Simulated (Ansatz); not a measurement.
Basis-set extrapolation for `Cc1cccc(O)c1C` (PBE0-D4/def2-TZVP geometry, frozen core, Ansatz 0.2.0). Multiplicity 1, RHF reference.

```
                      def2-TZVPP   def2-QZVPP
                 HF  -383.777248  -383.793854
    MP2 correlation    -1.537714    -1.638531
CCSD(T) correlation    -1.653149      not run
```

Energies in hartree. Use E(X) = E(∞) + A·exp(−7.88·√X) for Hartree–Fock and E(X) = E(∞) + B·X^(−2.97) for correlation, with X = 3 and 4, and add CCSD(T) minus MP2 of the smaller set to the MP2 limit.

What is the CCSD(T) energy at the basis-set limit?

HF limit: -383.793854 + (-0.016606) × 0.13774 = -383.79614. MP2 limit: -1.638531 + (-0.100817) × 0.74074 = -1.71321. Higher-order term: -1.653149 − (-1.537714) = -0.11543. Total: -385.62478 hartree, 510.4 kJ/mol below CCSD(T)/def2-TZVPP.
